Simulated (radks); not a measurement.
All-electron atom: Nd0.125+ in [Kr] 4d10 4f4 5s(up 1, down 0.875) 5p6 6s2 (fractional occupations, a model configuration).

All-electron calculation, scalar-relativistic Kohn-Sham, PBE, spin-polarised, spherical densities, point nucleus; open shells are filled with parallel spins first (spin-orbit coupling, left out, can overturn this in heavy ions). Program: a radial shooting solver on a logarithmic mesh with Libxc functionals.

Energy parts (hartree):
part                       energy
total                  -9623.8933
kinetic                10243.4553
electron-nucleus      -23372.6862
Hartree                 3727.5449
exchange-correlation    -222.2073

Orbitals (lengths in bohr, moments of r in powers of bohr; r(max) is where P^2 peaks; r(90%) holds 90 % of the orbital's charge):
\begin{tabular}{lrrrr}
orbital & occ. & eigenvalue (hartree) & r(90%) & r(max) \\ \hline
1s up & 1 & -1595.091 & 0.0426 & 0.01510 \\
1s down & 1 & -1595.090 & 0.0426 & 0.01510 \\
2s up & 1 & -258.0170 & 0.156 & 0.08549 \\
2s down & 1 & -258.0165 & 0.156 & 0.08549 \\
2p up & 3 & -230.6431 & 0.145 & 0.06892 \\
2p down & 3 & -230.6427 & 0.145 & 0.06892 \\
3s up & 1 & -56.01486 & 0.391 & 0.2438 \\
3s down & 1 & -55.97567 & 0.390 & 0.2437 \\
3p up & 3 & -47.38311 & 0.396 & 0.2388 \\
3p down & 3 & -47.34410 & 0.396 & 0.2387 \\
3d up & 5 & -35.40967 & 0.378 & 0.1961 \\
3d down & 5 & -35.37947 & 0.377 & 0.1960 \\
4s up & 1 & -11.20947 & 0.873 & 0.5653 \\
4s down & 1 & -11.10266 & 0.872 & 0.5651 \\
4p up & 3 & -8.38414 & 0.936 & 0.5901 \\
4p down & 3 & -8.27638 & 0.935 & 0.5898 \\
4d up & 5 & -4.36940 & 1.06 & 0.6189 \\
4d down & 5 & -4.26033 & 1.06 & 0.6184 \\
4f up & 4 & -0.14258 & 1.91 & 0.6630 \\
4f down & 0 & -0.04810 & 2.18 & 0.6644 \\
5s up & 1 & -1.55932 & 2.11 & 1.316 \\
5s down & 0.875 & -1.48631 & 2.14 & 1.326 \\
5p up & 3 & -0.87578 & 2.51 & 1.491 \\
5p down & 3 & -0.81966 & 2.56 & 1.508 \\
6s up & 1 & -0.15679 & 6.29 & 3.692 \\
6s down & 1 & -0.14941 & 6.44 & 3.791 \\
\end{tabular}

The highest occupied level is 4f up at -3.880 eV. Summed over all electrons, <r^2> = 84.96 bohr^2, which gives a Langevin (diamagnetic) susceptibility term of -67.3 x 10^-6 cm^3/mol.
